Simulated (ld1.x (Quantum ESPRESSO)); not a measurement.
**Ni (Z = 28) RRKJ: all-electron and pseudo phase curves**

ld1.x (Quantum ESPRESSO) 7.5 input, shortened:

```
&input
   title='Ni', zed=28., rel=2, dft='PBE', iswitch=3,
   config='[Ar] 3d8 4s2 4p0', rel_dist='average'
 /
 &inputp
   pseudotype=2, tm=.false., lloc=0,
   nlcc=.true., new_core_ps=.true., rcore=0.65
 /
3
3P  2  1   6.00   0.00  1.05  1.05  0.0
3D  3  2   8.00   0.00  1.70  1.70  0.0
3S  1  0   2.00   0.00  0.95  0.95  0.0
 &test
   configts(1)='3s2 3p6 3d8 4s2 4p0'
 /
```

Open shells are filled in proportion to 2j + 1 (rel_dist='average').

Occupied shells without a wave of their own: 4s. They enter only through the test configuration that unscreens the potential, and ld1.x also counts them in the model core charge.

The phase is arctan(r·u′/u) with u = r·R(r), unwrapped; energies in Ry, scanned from -10 to 5 Ry. A pole is an energy at which the radial function vanishes at the test radius. The pseudo phase is shifted by a multiple of π to meet the all-electron one at the reference energy, and phase errors are pseudo minus all-electron; the curves can meet again beyond the range given. Levels narrower than the energy grid can be missing from the lists of poles.

Question: For each channel, where are the poles, and over which energies does the pseudopotential scatter like the atom?

Answer:

| channel | radius (bohr) | reference energy (Ry) | poles, all-electron | poles, pseudo | unbroken range about the reference energy with phases within 0.05 rad | phase error 1 Ry above the reference energy (rad) |
| --- | --- | --- | --- | --- | --- | --- |
| s | 1.84 | -8.16 | -8.09 | -8.09 | below -0.6 | -0.000 |
| p1/2 | 1.84 | -5.35 | -5.22 | -5.22 | below 1.2 | -0.000 |
| p3/2 | 1.84 | -5.19 | -5.05 | -5.05 | below 1.2 | -0.000 |
| d3/2 | 1.84 | -0.66 | -0.22 | -0.21 | below 1.6 | +0.014 |
| d5/2 | 1.84 | -0.65 | -0.20 | -0.19 | below 1.7 | +0.014 |

A Bessel basis up to 400 Ry misses an occupied level by 0.06 Ry, so cutoffs and ghosts were not judged. ld1.x takes every shell without a wave as core, so the model core holds the 4s electrons as well and exchange and correlation see them twice. This cancels in the reference configuration, but the file is broken for other ones, and its errors say nothing about a proper core correction.

Phases in the d5/2 channel:

```
E (Ry)  all-electron  pseudo
-10.00         1.402   1.402
 -9.52         1.398   1.398
 -9.04         1.393   1.393
 -8.56         1.389   1.389
 -8.08         1.383   1.383
 -7.60         1.378   1.378
 -7.12         1.371   1.372
 -6.64         1.364   1.365
 -6.16         1.357   1.357
 -5.68         1.348   1.348
 -5.20         1.337   1.338
 -4.72         1.326   1.327
 -4.24         1.312   1.313
 -3.76         1.295   1.297
 -3.28         1.273   1.276
 -2.80         1.244   1.247
 -2.32         1.201   1.205
 -1.84         1.127   1.133
 -1.36         0.948   0.958
 -0.88        -0.016  -0.005
 -0.40        -1.430  -1.427
  0.08        -1.678  -1.668
  0.56        -1.784  -1.767
  1.04        -1.861  -1.835
  1.52        -1.938  -1.896
  2.00        -2.032  -1.962
  2.48        -2.162  -2.044
  2.96        -2.366  -2.152
  3.44        -2.716  -2.309
  3.92        -3.251  -2.550
  4.40        -3.772  -2.915
  4.88        -4.104  -3.371
```
